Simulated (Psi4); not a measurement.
HS (SMILES [SH]), doublet, at a GFN2-xTB geometry. Base run: Psi4 with HF/def2-SV(P).

The Psi4 input:
```
memory 2 GB

molecule {
0 2
S    -0.00000000   -0.00000000   -0.07826331
H     0.00000000    0.00000000    1.25221295
}

set {
  basis def2-sv(p)
  reference uhf
}

energy('scf')
print_variables()
```

The base run was repeated with changes; each row names its change, and settings that it needs were set with it.

```
change                                        ΔE vs base (µEh)  SCF cycles  basis functions
--------------------------------------------  ----------------  ----------  ---------------
base                                                       0.0           9               20
scf_type = dfdirj+cosx                                    -235          10               20
scf_type = disk_df                                         0.0           9               20
scf_initial_accelerator = ediis                            0.0           9               20
df_basis_scf = cc-pvtz-jkfit                             -19.4           9               20
basis_guess = sto-3g                                       0.0           9               20
diis_max_vecs = 15                                         0.0           9               20
cholesky_tolerance = 1e-6 (with scf_type cd)              -7.6           9               20
df_basis_scf = cc-pvqz-jkfit                             -21.0           9               20
guess = sap                                                0.0           9               20
level_shift = 0.3                                          0.0           9               20
e_convergence = 1e-10                                      0.0          11               20
scf_initial_accelerator = none                             0.0           9               20
```

Open shells are given as the SCF converged; they aren't shown to be the lowest states, and a large step between rows can be another state.
